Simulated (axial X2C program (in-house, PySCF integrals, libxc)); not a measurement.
**Curves of CuF from open-shell CI on d9 s1 p(π)0**

Computed with an axial X2C code built on PySCF integrals: two-component X2C with atomic mean-field Coulomb and Gaunt terms, basis Cu dyall-v3z, F dyall-av3z (cores contracted in-house). Orbitals come from Hartree–Fock averaged over the configuration Cu d9 s1 p(π)0; CI then distributes these electrons over the d, s, p(π) shells of Cu.

Scan along the bond; masses Cu 62.930 u, F 18.998 u. Energies in cm⁻¹ from the lowest point; levels are followed by energy order within each Ω. Lowest level at 1.790 Å: 100% d9 s1.

| R (Å) | (1)Ω=0 | (1)Ω=1 | (2)Ω=0 | (1)Ω=2 | (2)Ω=1 | (3)Ω=0 | (4)Ω=0 | (1)Ω=3 | (2)Ω=2 |
| --- | --- | --- | --- | --- | --- | --- | --- | --- | --- |
| 1.665 | 949 | 997 | 2400 | 3889 | 4365 | 5053 | 5194 | 7415 | 8016 |
| 1.727 | 18 | 72 | 1754 | 2678 | 3163 | 3868 | 4107 | 5842 | 6451 |
| 1.790 | 0 | 60 | 1905 | 2393 | 2888 | 3611 | 3981 | 5248 | 5865 |
| 1.862 | 776 | 844 | 2756 | 2889 | 3397 | 4141 | 4701 | 5448 | 6074 |
| 1.933 | 2099 | 2174 | 4067 | 3966 | 4489 | 5252 | 6023 | 6277 | 6912 |
| 2.014 | 4030 | 4111 | 5926 | 5652 | 6192 | 6978 | 7992 | 7721 | 8367 |
| 2.112 | 6694 | 6783 | 8472 | 8066 | 8631 | 9441 | 10726 | 9889 | 10547 |

(1) Fit the curves (1)Ω=0, (1)Ω=1, (2)Ω=0, (1)Ω=2, (2)Ω=1, (3)Ω=0, (4)Ω=0, (1)Ω=3, (2)Ω=2 near their minima.

The 9 lowest curves are shown; the next is (3)Ω=1, from 6031 cm⁻¹.

Dynamic correlation is missing, so gaps between terms are too wide and other configurations may lie lower; the lowest level listed is that of this model, not necessarily the ground state. For d shells the ligand-field splittings (σ, π, δ) and their order can be off by a thousand cm⁻¹ or more. At most 4 roots were kept for each Ω > 0 (twice that for Ω = 0) within 3.2 eV of the lowest, so higher up levels can be missing between those listed; levels with Ω > 0 are doubly degenerate and listed once, Ω = 0 levels singly. States that fill the shells left empty in the average are placed too high.

## Answers

(1) From the open-shell CI curves, Te from the lowest:

| level | Te (cm⁻¹) | Re (Å) | ωe (cm⁻¹) |
| --- | --- | --- | --- |
| (1)Ω=0 | 0 | 1.759 | 673.4 |
| (1)Ω=1 | 57 | 1.759 | 674.4 |
| (2)Ω=0 | 1816 | 1.744 | 651.6 |
| (1)Ω=2 | 2475 | 1.781 | 642.2 |
| (2)Ω=1 | 2969 | 1.780 | 644.4 |
| (3)Ω=0 | 3689 | 1.779 | 647.1 |
| (4)Ω=0 | 4020 | 1.767 | 683.0 |
| (1)Ω=3 | 5312 | 1.807 | 619.0 |
| (2)Ω=2 | 5931 | 1.807 | 620.3 |

Without dynamic correlation distances can be off by several hundredths of an Å (long for ionic bonds, short for multiple bonds) and the wavenumbers are rough.
